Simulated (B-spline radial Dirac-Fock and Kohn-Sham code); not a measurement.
Core and valence levels of In²⁹⁺

System: the In²⁹⁺ ion, configuration 1s2 2s2 2p6 3s2 3p6 3d2; nuclear rms radius 4.6156 fm (A = 115).

The computed values come from an atomic code on a B-spline grid: ΔSCF Dirac-Fock with Breit, self-energy and vacuum polarisation, finite nucleus, configuration average. Correlation and solid-state effects are left out. Energies are counted from the vacuum level.

All terms are in eV, carry their sign (relaxation lowers the binding energy) and add up to the binding energy; ⟨r⟩ is the mean radius of the orbital in the initial state.

| subshell | −ε (Koopmans) | relaxation | Breit | self-energy | vacuum polarisation | binding energy | ⟨r⟩ (bohr) |
| --- | --- | --- | --- | --- | --- | --- | --- |
| K | 29466.0 | -34.31 | -60.69 | -34.71 | 4.51 | 29340.8 | 0.030 |
| L1 | 5628.4 | -9.58 | -5.93 | -4.29 | 0.52 | 5609.1 | 0.127 |
| L2 | 5334.6 | -11.84 | -9.48 | 0.31 | -0.02 | 5313.6 | 0.107 |
| L3 | 5120.0 | -11.11 | -6.30 | -0.09 | -0.03 | 5102.5 | 0.113 |
| M1 | 1981.6 | -1.28 | -1.20 | -1.02 | 0.12 | 1978.2 | 0.322 |
| M2 | 1863.0 | -1.49 | -1.96 | 0.05 | 0.00 | 1859.6 | 0.309 |
| M3 | 1815.1 | -1.38 | -1.25 | -0.03 | -0.01 | 1812.4 | 0.318 |
| M4,5 | 1651.5 | -1.86 | -0.52 | 0.06 | -0.01 | 1649.2 | 0.283 |

For the deepest level, K (1s), the Breit terms make up -0.207 % of the binding energy, QED -0.103 % and orbital relaxation -0.117 %.

Spin-orbit splittings: 2p 211.1 eV, 3p 47.20 eV.

Going to the tabulated ground configuration of the next ion removes an electron from M4,5 (3d), computed at 1649.2 eV. NIST lists 1659 ± 4 eV as the ionisation energy of this species (theoretical), +9.82 eV from the computed value. Where a p, d or f shell is open in either ion the computed value averages over both j values and all terms, while the table refers to the lowest levels; that difference holds spin-orbit splitting (largest in heavy or highly charged ions), term energies where several electrons share open shells, and correlation, and it can reach 10 % or more.
